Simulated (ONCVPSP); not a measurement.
Bi (Z = 83): one change to an ONCV potential, before and after

| Item | Value |
| --- | --- |
| Element | bismuth |
| Generator | ONCVPSP 4.0.1 |
| Type | optimised norm-conserving Vanderbilt (ONCV) |
| Functional | BLYP |
| Relativity | fully relativistic |
| Frozen core | [Xe] 4f14 |
| Valence charge | 15 |
| Reference configuration | 5d10 6s1.5 6p3.5 |
| Partial waves | 6s: rc 1.75 bohr, ncon 4, nbas 7, qcut 3 1/bohr, 3 projectors, debl 1.7 Ha; 6p: rc 1.90 bohr, ncon 3, nbas 6, qcut 4.4 1/bohr, 2 projectors, debl 3.6 Ha; 5d: rc 1.70 bohr, ncon 4, nbas 8, qcut 9.1 1/bohr, 3 projectors, debl 1.9 Ha |
| Local potential | polynomial inside 1.45 bohr (lpopt 5, dvloc0 6 Ha) |
| Core correction | Teter function, fcfact 5.25, rcfact 1.65 |

Open shells are filled in proportion to 2j + 1.

Change: core correction Teter function, fcfact 3.3, rcfact 1.65.

Cutoffs: the cutoffs (Ha) at which the residual kinetic energy of the hardest occupied pseudo-wave falls to 1 and 0.1 mHa per electron; they do not see the model core or the augmentation charge, which bear on the density cutoff. Errors are all-electron minus pseudo energies relative to the spin-unpolarised reference configuration.

Task: What does the change do?

Result: The potential gets neither clearly harder nor softer (28 Ha and 33 Ha → 28 Ha and 33 Ha); both files keep a bound ghost (s); of the 4 tests that both files solve, the error grows in 0 and shrinks in 4 by more than 15 % and 0.3 meV (median size 4.6 → 3.8 meV). A model core, the more so a compact one, raises the density cutoff, which this test does not measure.

```tsv
quantity	base	changed
cutoff, loose	28 Ha	28 Ha
cutoff, tight	33 Ha	33 Ha
bound ghosts	s	s
GHOST(+) flags under 300 eV	p3/2 at 120.7 eV, p1/2 at 150.9 eV, s at 227.2 eV	p3/2 at 120.7 eV, p1/2 at 150.9 eV, s at 227.2 eV
error for 5d10 6s2 6p3, meV [ΔE -4.89 eV]	-2.6	-2.1
error for 5d10 6s2 6p2, meV [ΔE 3.08 eV]	-6.7	-5.4
error for 5d10 6s2 6p1, meV [ΔE 18.48 eV]	-28	-20
error for 5d10 6s1 6p4, meV [ΔE 4.98 eV]	-1.7	-1.2
s: phases at 1.77 bohr within 0.05 rad from the reference energy up to (Ha; the scan ends near 5)	to the end of the scan	to the end of the scan
p3/2: phases at 1.93 bohr within 0.05 rad from the reference energy up to (Ha; the scan ends near 5)	4.3	4.3
p1/2: phases at 1.93 bohr within 0.05 rad from the reference energy up to (Ha; the scan ends near 5)	4.7	4.7
d5/2: phases at 1.72 bohr within 0.05 rad from the reference energy up to (Ha; the scan ends near 5)	to the end of the scan	to the end of the scan
d3/2: phases at 1.72 bohr within 0.05 rad from the reference energy up to (Ha; the scan ends near 5)	to the end of the scan	to the end of the scan
rms error of d²Exc/dni dnj with the model core, mHa	1.77	2.50
```

 A true bound ghost makes a file unfit for plane-wave use even where its test errors are small: the radial tests pick states by their node count and pass the ghost by.
